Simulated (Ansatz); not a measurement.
`C[B](C)[ZnH]` + `N=CBr` → `C/N=C\Br` + `C[BH][ZnH]`  (substitution at a C–B bond)

Calculated with Ansatz (gas phase, PBE0-D4/def2-TZVP geometries, no zero-point term in ΔE). CBS: MP2 limit from def2 TZ/QZ plus the TZ coupled-cluster correction, frozen cores. Functionals use def2-TZVPP. B3LYP here is the variant with VWN-RPA as its local correlation; programs differ in this. For Br, Zn outer-core shells are correlated without core-valence functions, which leaves a few kJ/mol of doubt a bond. Scalar relativity is left out up to krypton. Each species was taken in one conformer, which may not be the lowest.

```
             level  ΔE (kJ/mol)  difference from CCSD(T)/CBS
            PBE-D4         45.8                         -3.3
         r2SCAN-D4         46.8                         -2.3
           PBE0-D4         48.9                         -0.2
          B3LYP-D4         45.1                         -4.0
           ωB97X-V         48.8                         -0.3
           ωB97M-V         53.0                          3.9
            B2PLYP         45.2                         -3.9
               PBE         45.4                         -3.7
            r2SCAN         46.6                         -2.5
              PBE0         48.5                         -0.6
             B3LYP         44.5                         -4.6
     HF/def2-TZVPP         45.5                         -3.6
    MP2/def2-TZVPP         48.5                         -0.6
SCS-MP2/def2-TZVPP         45.9                         -3.2
   CCSD/def2-TZVPP         49.8                          0.7
CCSD(T)/def2-TZVPP         48.3                         -0.8
     HF/def2-QZVPP         45.6                         -3.5
    MP2/def2-QZVPP         49.0                         -0.1
SCS-MP2/def2-QZVPP         46.5                         -2.6
      HF/CBS(def2)         45.6                         -3.5
     MP2/CBS(def2)         49.3                          0.2
    CCSD/CBS(def2)         50.6                          1.5
       CCSD(T)/CBS         49.1                            0
```

Largest T1 diagnostic among the species: 0.014.

From PBE to PBE0 (25 % exact exchange), in def2-TZVPP and without D4, ΔE moves by +3.1 kJ/mol.
